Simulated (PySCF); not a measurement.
MoNF₃: fields on a plane

Computed with PBE/[Mo def2-SVP with ECP28, N def2-SVP, F def2-SVP], scalar-relativistic core potentials, density fitting, no spin–orbit coupling, PySCF.

The singlet minimum has Mo–F 1.853 Å (×3), Mo–N 1.641 Å; F–Mo–F 113.8° (×3), F–Mo–N 104.7° (×3).

The plane holds Mo1 at (0.00, 0.00), N2 at (1.64, 0.00), F3 at (-0.47, 1.79) Å. Columns run from x = -2.55 to 4.05 Å, rows from y = 4.05 (top) to -1.95 Å, in steps of 0.3 Å. Other isomers or separated fragments may lie lower. Core electrons replaced by a potential are absent, the electrostatic potential uses the reduced nuclear charge, and values within about 0.7 Å of such atoms have no physical meaning.

Question: Give the electron density (e/Å³) (cut at 5 e/Å³). Lower edges of the bins (e/Å³): '_' 0.000, '.' 0.030, ':' 0.076, '-' 0.151, '=' 0.268, '+' 0.455, '*' 0.750, '#' 1.218, '%' 1.960, '@' 3.136; top 5.00, each point printed twice.

Answer: 
```
______________________________________________
______________________________________________
______________________________________________
______________________________________________
__________..::::::..__________________________
________::--++**++--::________________________
______..--**%%@@%%++--..______________________
______::==%%@@@@@@##==::______________________
______::==%%@@@@@@##==::..____________________
______..--**@@@@%%**==::::........____________
______..::==**##**++==----------::..__________
______..::--++**####**++++++**++==::..________
______..::==**@@@@@@@@####%%%%##**--..________
______..::==%%@@++++@@%%%%@@@@@@##==::________
______..::==%%@@++++@@%%%%@@@@@@##==::________
________::==**@@@@@@@@####%%%%##**--..________
________..::==**####**++++++**++==::..________
________....::--====------------::..__________
__________....::::................____________
______________....____________________________
______________________________________________
```

Question: Give the electron localisation function (set to 0 where the density is under 0.005 e/Å³). Lower edges of the bins: '0' 0.000, '1' 0.093, '2' 0.187, '3' 0.280, '4' 0.373, '5' 0.467, '6' 0.560, '7' 0.653, '8' 0.746, '9' 0.840; top 0.93.

Answer: 
```
00000000000000000000000
00000000000000000000000
00000000000000000000000
00000112210000000000000
00002345432000000000000
00024678864100000000000
00136899985200000000000
00147971896200000000000
00147972785100121100000
00036898862112444310000
00013455311146777531000
00000113554368898753000
00001258888478699974100
00001488008572849974200
00001488008572849974200
00001268998478699974100
00000125774268898753000
00000001111147777541000
00000000000134554310000
00000000000012222100000
00000000000000000000000
```
